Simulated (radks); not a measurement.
Valence configurations of neutral sulfur (all share [Ne]). Method: scalar-relativistic Kohn-Sham, PBE, spin-polarised, spherical densities, point nucleus; open shells are filled with parallel spins first; computed with a radial shooting solver on a logarithmic mesh with Libxc functionals. Energies are relative to 3s2 3p4; eigenvalues in eV for spin up.

valence,E (eV),moment (Bohr magnetons),e(3p),e(3s)
3s2 3p4,0.000,2,-7.689,-18.001
3s1.5 3p4.5,5.078,2,-8.022,-18.440
3s1 3p5,10.161,2,-8.356,-18.875
3s0.5 3p5.5,16.109,1,-8.254,-18.766
3p6,21.590,0,-8.076,-

NIST lists [Ne] 3s2 3p4 as the ground configuration; this level of theory agrees among the configurations tried. The energies are those of spherical high-spin densities, not of single terms.
